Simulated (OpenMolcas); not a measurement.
**A ladder of methods for GeH3O (SMILES [O][GeH3])**

GeH3O: 5 atoms, total charge 0, spin state doublet. As SMILES, `[O][GeH3]`. Geometry: relaxed at PBE0-D4/def2-TZVP.

```tsv
atom	x (Å)	y (Å)	z (Å)
O	-1.4439	0.4186	0.7773
Ge	0.0723	-0.0563	-0.0569
H	-0.1622	-0.0912	-1.5747
H	0.5480	-1.4181	0.4715
H	1.0357	1.0734	0.3414
```

Each level gives the dipole moment (D). The values are calculated.

```tsv
level	kind	program	value (D)	CPU time
UHF/def2-TZVP	Hartree–Fock	OpenMolcas	2.11	36 s
U-revPBE/def2-TZVP	GGA	OpenMolcas	2.06	69 s
UPBE/def2-TZVP	GGA	OpenMolcas	2.13	79 s
U-r2SCAN/def2-TZVP	meta-GGA	OpenMolcas	2.04	76 s
UTPSS/def2-TZVP	meta-GGA	OpenMolcas	2.02	67 s
UB3LYP/def2-TZVP	global hybrid	OpenMolcas	2.09	66 s
UBHLYP/def2-TZVP	global hybrid	OpenMolcas	2.09	79 s
UM06-2X/def2-TZVP	hybrid meta-GGA	OpenMolcas	2.11	1.8 min
```

All-electron rows without a relativistic Hamiltonian named are non-relativistic. The values span 2.02 to 2.13 D. Magnitudes only. CPU times are rough (shared hosts, several kinds of processor): they show what a rung costs within a factor of a few.
